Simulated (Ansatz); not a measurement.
ClH5O2Si2 can be A, `O[SiH2][SiH](O)Cl`, or B, `O[SiH2]O[SiH2]Cl`.

Gas-phase electronic energies from Ansatz, PBE0-D4/def2-TZVP geometries. CCSD(T)/CBS adds triple-zeta CCSD(T) − MP2 to the extrapolated MP2 energy (def2 sets, frozen cores). Functionals use def2-TZVPP. B3LYP here is the variant with VWN-RPA as its local correlation; programs differ in this. Each species was taken in one conformer, which may not be the lowest.

A:

```xyz
10

O     1.4973    1.1613   -0.9931
Si    1.3073   -0.3626   -0.3906
Si   -0.9027   -0.5036    0.3911
O    -1.2120    1.0716    0.7668
Cl   -2.2017   -1.1501   -1.0792
H     0.9358    1.8345   -0.6011
H     2.2446   -0.6364    0.7366
H     1.5852   -1.3304   -1.4791
H    -1.1726   -1.3924    1.5512
H    -2.0812    1.3081    1.0975
```

B:

Z-matrix (Å, degrees):
```
Si
O 1 1.644
O 1 1.635 2 111.8
H 1 1.483 2 107.3 3 122.2
H 1 1.475 2 107.7 3 -116.5
Si 2 1.618 1 142.3 3 -35.3
H 3 0.959 1 118.0 2 68.5
Cl 6 2.064 2 109.5 1 -16.7
H 6 1.477 2 109.8 1 -134.3
H 6 1.477 2 110.8 1 101.2
```

(1) Which is lower in electronic energy at CCSD(T)/CBS, and by how much? (Estimate.)

(2) Give E(B) − E(A) in kJ/mol with PBE-D4, B3LYP, CCSD(T)/def2-TZVPP, B3LYP-D4, r2SCAN-D4, B2PLYP, PBE0-D4. (Best estimate.)

Largest T1 diagnostic: 0.011.

## Answers

(1) Ansatz gave: B, by 145.9 kJ/mol.

(2) Computed: PBE-D4 -115.4, B3LYP -141.2, CCSD(T)/def2-TZVPP -146.9, B3LYP-D4 -141.8, r2SCAN-D4 -138.2, B2PLYP -147.6, PBE0-D4 -126.3. None reverses the order clearly.

From PBE to PBE0 (25 % exact exchange), in def2-TZVPP and without D4, E(B) − E(A) moves by −11.0 kJ/mol. In def2-TZVPP, CCSD(T) changes the Hartree–Fock value by +23.8 kJ/mol (the triples alone add +3.4 kJ/mol) and MP2 by +17.2 kJ/mol.
